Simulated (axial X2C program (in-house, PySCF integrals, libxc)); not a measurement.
# Working with the constants of PtC

A bond curve at the PBE0 level, with spin–orbit coupling, was computed with an in-house all-electron X2C program for linear molecules (integrals from PySCF) (basis Pt dyall-cv3z [13s14p9d6f4g], C dyall-v3z [7s6p2d1f] (cores contracted in-house)) for the state Ω = 0 (closed shell). Its fit gives Re = 1.6631 Å, ωe = 1093.6 cm⁻¹, ωexe = 4.43 cm⁻¹ and αe = 3.095e-03 cm⁻¹; the masses are 194.9648 and 12.0000 u. Two-component means X2C with spin–orbit coupling and atomic mean-field Coulomb and Gaunt terms.

(1) Find the reduced mass, Be and the force constant.

(2) Estimate the centrifugal constant by the Kratzer relation.

(3) Give B0, the J = 1←0 line in GHz and the most populated J at 300 K (kT = 208.5 cm⁻¹).

(4) Estimate De from a Morse curve and compare with the computed well depth of 5.912 eV to Pt + C.

(5) The dipole moment p changes by 1.43 D/Å at Re. What harmonic infrared intensity follows?

The state is a single determinant with fixed occupations, the lowest that a limited PBE0 search found. De is counted from the lowest determinant-based energies of the atoms at the same level, without counterpoise correction. In 2c an atomic determinant is not the ground J level, so De misses part of the atomic spin–orbit lowering. This holds for PBE0. Without a current term, density functionals place determinants with orbital angular momentum somewhat too high.

## Answers

(1) From the PBE0 values: μ = 11.3042 u. Be = 16.8576/(μ Re²) = 0.5392 cm⁻¹. k = 5.8918×10⁻⁷ μ ωe² = 7.97 mdyn/Å.

(2) D = 4Be³/ωe² = 5.24e-07 cm⁻¹.

(3) B0 = Be − αe/2 = 0.5376 cm⁻¹; 2B0 = 32.23 GHz; J(max) ≈ √(kT/2B0) − 1/2 = 13.4, so J = 13.

(4) De(Morse) = ωe²/(4ωexe) = 8.368 eV against 5.912 eV computed, a ratio of 1.42. The extrapolation overshoots: the well softens faster than a Morse curve, or the lowest atomic limit lies below the one to which the curve heads.

(5) I = 42.256 × (dp/dR)²/μ = 7.6 km/mol.
